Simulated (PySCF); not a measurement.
# Basis set benchmark on one molecule

Molecule: `C(O)C1CCCC1`, C6H12O.

Molfile (atoms numbered from 1):
```
C6H12O
     RDKit          3D

 19 19  0  0  0  0  0  0  0  0999 V2000
    2.5083   -1.0945   -0.2825 O   0  0  0  0  0  0  0  0  0  0  0  0
    1.7566    0.0714   -0.4860 C   0  0  0  0  0  0  0  0  0  0  0  0
    0.4555    0.0921    0.2969 C   0  0  0  0  0  0  0  0  0  0  0  0
   -0.4639   -1.1020    0.0212 C   0  0  0  0  0  0  0  0  0  0  0  0
   -1.8366   -0.5981    0.4500 C   0  0  0  0  0  0  0  0  0  0  0  0
   -1.8675    0.8295   -0.1000 C   0  0  0  0  0  0  0  0  0  0  0  0
   -0.4159    1.3388    0.0190 C   0  0  0  0  0  0  0  0  0  0  0  0
    2.7037   -1.1583    0.6582 H   0  0  0  0  0  0  0  0  0  0  0  0
    1.5278    0.1077   -1.5649 H   0  0  0  0  0  0  0  0  0  0  0  0
    2.3440    0.9852   -0.2580 H   0  0  0  0  0  0  0  0  0  0  0  0
    0.7114    0.0793    1.3743 H   0  0  0  0  0  0  0  0  0  0  0  0
   -0.4653   -1.3215   -1.0617 H   0  0  0  0  0  0  0  0  0  0  0  0
   -0.1399   -2.0205    0.5311 H   0  0  0  0  0  0  0  0  0  0  0  0
   -2.6685   -1.2209    0.0870 H   0  0  0  0  0  0  0  0  0  0  0  0
   -1.8996   -0.5837    1.5520 H   0  0  0  0  0  0  0  0  0  0  0  0
   -2.5904    1.4759    0.4197 H   0  0  0  0  0  0  0  0  0  0  0  0
   -2.1718    0.8049   -1.1588 H   0  0  0  0  0  0  0  0  0  0  0  0
   -0.3086    2.0810    0.8241 H   0  0  0  0  0  0  0  0  0  0  0  0
   -0.0957    1.8433   -0.9076 H   0  0  0  0  0  0  0  0  0  0  0  0
  1  2  1  0
  2  3  1  0
  3  4  1  0
  4  5  1  0
  5  6  1  0
  6  7  1  0
  7  3  1  0
  1  8  1  0
  2  9  1  0
  2 10  1  0
  3 11  1  0
  4 12  1  0
  4 13  1  0
  5 14  1  0
  5 15  1  0
  6 16  1  0
  6 17  1  0
  7 18  1  0
  7 19  1  0
M  END
```

Geometry PBE0-D3(BJ)/def2-SVP throughout; GIAO in PySCF 2.14, gas phase, one conformer, non-relativistic; equivalent atoms averaged; functional PBE0.

Reference values (measured; solution, not stated per compound (mostly CDCl3 or CCl4); Pretsch, Buehlmann, Badertscher, Structure Determination of Organic Compounds, 4th ed. (2009)): δ(C3) = 41.2 ppm, δ(C4/C7) = 28.3 ppm, δ(C5/C6) = 24.5 ppm. Computed shifts are taken against TMS, calculated as an isolated molecule at each level.

Question: How do the basis sets STO-3G, pcSseg-0, 6-31G, 6-31G*, cc-pVDZ, def2-SVP, pcSseg-1, 6-311+G(2d,p), aug-cc-pVDZ, def2-TZVP perform against the reference? Times are CPU seconds on shared hosts with different chips, so compare them loosely.

Answer: 
| basis set | functions | C3 | C4/C7 | C5/C6 | mean abs. error C | core-s |
| --- | --- | --- | --- | --- | --- | --- |
| STO-3G | 47 | 38.8 | 33.5 | 31.6 | 4.9 | 5.1 |
| pcSseg-0 | 87 | 46.5 | 32.8 | 28.8 | 4.7 | 9.1 |
| 6-31G | 87 | 46.0 | 31.5 | 28.3 | 3.9 | 10 |
| 6-31G* | 122 | 44.1 | 29.7 | 27.1 | 2.3 | 14 |
| cc-pVDZ | 158 | 48.2 | 31.4 | 28.8 | 4.8 | 20 |
| def2-SVP | 158 | 44.9 | 29.5 | 26.6 | 2.3 | 23 |
| pcSseg-1 | 179 | 47.1 | 31.5 | 28.7 | 4.4 | 23 |
| 6-311+G(2d,p) | 261 | 47.9 | 31.1 | 28.4 | 4.5 | 43 |
| aug-cc-pVDZ | 269 | 48.1 | 30.5 | 28.3 | 4.3 | 56 |
| def2-TZVP | 289 | 49.1 | 32.0 | 29.3 | 5.5 | 58 |

For ¹³C the closest is 6-31G* (2.3 ppm, with def2-SVP practically level) and the furthest def2-TZVP (5.5 ppm). Where a smaller basis beats a larger one, errors probably cancel. One molecule is a small sample, and vibrational and solvent effects are absent from the calculation.

A small basis that lands close on one nucleus may do so by chance; judge by the trend and by all nuclei.
